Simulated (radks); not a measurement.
Results of a calculation; reference values are marked as such.
Species: a nucleus of charge 24.8 with 23 electrons. Configuration: [Ar] 3d5. Level of theory: non-relativistic Kohn-Sham, TPSS, spin-unpolarised, spherical densities, point nucleus; meta-GGA in the generalised Kohn-Sham scheme (a radial shooting solver on a logarithmic mesh with Libxc functionals).

Unscreened Slater integrals over Kohn-Sham orbitals (hartree).

| integral | value |
|---|---|
| F0(3d,3d) | 0.78850 |
| F2(3d,3d) | 0.35871 |
| F4(3d,3d) | 0.22199 |
| F0(3d,3p) | 0.87255 |
| F2(3d,3p) | 0.40732 |
| G1(3d,3p) | 0.50632 |
| G3(3d,3p) | 0.30461 |
| F0(3d,3s) | 0.89259 |
| G2(3d,3s) | 0.38189 |
| F0(3d,2p) | 1.1197 |
| F2(3d,2p) | 0.19779 |
| G1(3d,2p) | 0.14123 |
| G3(3d,2p) | 0.080067 |
| F0(3p,3p) | 0.98268 |
| F2(3p,3p) | 0.49206 |
| F0(3p,3s) | 1.0078 |
| G1(3p,3s) | 0.66890 |
| F0(3p,2p) | 1.3374 |
| F2(3p,2p) | 0.25995 |
| G0(3p,2p) | 0.10041 |
| G2(3p,2p) | 0.10491 |
| F0(3s,3s) | 1.0352 |
| F0(3s,2p) | 1.3784 |
| G1(3s,2p) | 0.11062 |
| F0(2p,2p) | 3.6452 |
| F2(2p,2p) | 1.7172 |

Derived for the open shells (J is the average intra-shell exchange parameter used in DFT+U). 3d: Racah B = F2/49 - 5 F4/441 = 0.004804 hartree, C = 35 F4/441 = 0.01762 hartree, C/B = 3.67, F4/F2 = 0.619, J = (F2 + F4)/14 = 0.04148 hartree.
